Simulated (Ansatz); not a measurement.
`[CH3][Ge]([CH3])([CH3])[C]#N` and `[CH3][GeH]([CH3])[C]#N` differ in one atom or group.

Ansatz, PBE0-D4/def2-TZVP geometries, multiplicity 1. 

Scalar relativity is left out up to krypton.

| property | `[CH3][Ge]([CH3])([CH3])[C]#N` |
| --- | --- |
| zero-point energy (PBE0-D4/def2-TZVP) / kJ/mol | 310.8 |
| HOMO–LUMO gap (PBE/def2-TZVPP) / eV | 6.88 |
| LUMO energy (PBE0/def2-TZVPP) / eV | 0.33 |
| size of the dipole moment (ωB97M-V/def2-TZVPP) / D | 4.66 |
| HOMO–LUMO gap (B3LYP/def2-TZVPP) / eV | 8.65 |
| LUMO energy (B3LYP/def2-TZVPP) / eV | 0.08 |

(1) What does the change do to each property? (Estimate.)

## Answers

(1) Computed: 
```
                                          property  `[CH3][GeH]([CH3])[C]#N`  shift
    zero-point energy (PBE0-D4/def2-TZVP) / kJ/mol                     235.5  -75.3
               HOMO–LUMO gap (PBE/def2-TZVPP) / eV                      6.88   0.00
                LUMO energy (PBE0/def2-TZVPP) / eV                      0.08  -0.25
size of the dipole moment (ωB97M-V/def2-TZVPP) / D                      4.53  -0.13
             HOMO–LUMO gap (B3LYP/def2-TZVPP) / eV                      8.61  -0.04
               LUMO energy (B3LYP/def2-TZVPP) / eV                     -0.18  -0.26
```

The zero-point energy changes by -75.3 kJ/mol with -9 modes. Dipoles are sizes alone; their direction can turn.

B3LYP here is the variant with VWN-RPA as its local correlation; programs differ in this.
